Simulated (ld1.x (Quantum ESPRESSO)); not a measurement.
## Sn (Z = 50): one change to a TM potential, before and after

ld1.x (Quantum ESPRESSO) 7.5 input, shortened:

```
&input
   title='Sn', zed=50., rel=1, dft='PW91', iswitch=3,
   config='[Kr] 4d10 5s2 5p2'
 /
 &inputp
   pseudotype=2, tm=.true., lloc=-2, rcloc=1.70,
   nlcc=.false.
 /
2
5S  1  0   2.00   0.00  1.70  1.70  0.0
5P  2  1   2.00   0.00  2.65  2.65  0.0
 &test
   configts(1)='5s2 5p2'
 /
```

Change: core correction a·sin(br)/r model core inside 1.28 bohr.

Cutoffs: the cutoffs (Ry, on a coarse ladder) from which the occupation-weighted sum of valence levels, in a spherical-Bessel basis at the reference potential, stays within 10 and 1 mRy of its value at 400 Ry; they do not see the model core or the augmentation charge, which bear on the density cutoff. Errors are all-electron minus pseudo energies relative to the spin-unpolarised reference configuration.

**Question.** Predict the effect on cutoff, ghosts and configuration errors.

**Answer.** The potential gets neither clearly harder nor softer (25 Ry and 50 Ry → 25 Ry and 50 Ry); of the 7 tests that both files solve, the error grows in 5 and shrinks in 2 by more than 15 % and 0.3 meV (median size 14.2 → 29.7 meV); neither file shows a bound ghost. A model core, the more so a compact one, raises the density cutoff, which this test does not measure.

| quantity | base | changed |
| --- | --- | --- |
| cutoff, loose | 25 Ry | 25 Ry |
| cutoff, tight | 50 Ry | 50 Ry |
| bound ghosts | none | none |
| error for 5s2 5p1, meV [ΔE 6.93 eV] | +2.7 | -6.7 |
| error for 5s2 5p0, meV [ΔE 20.96 eV] | +37 | -56 |
| error for 5s1 5p0, meV [ΔE 52.04 eV] | +185 | -314 |
| error for 5s2 5p1.5, meV [ΔE 2.64 eV] | +0.2 | -1.3 |
| error for 5s1 5p2, meV [ΔE 14.61 eV] | +14 | -30 |
| error for 5s2 5p2.3, meV [ΔE -0.86 eV] | +0.4 | +0.1 |
| error for 5s0 5p4, meV [ΔE 14.24 eV] | +73 | -57 |
| s: phases at 2.91 bohr within 0.05 rad from the reference energy up to (Ry; the scan ends near 5) | 0.6 | 0.6 |
| p: phases at 2.91 bohr within 0.05 rad from the reference energy up to (Ry; the scan ends near 5) | 1.8 | 1.8 |
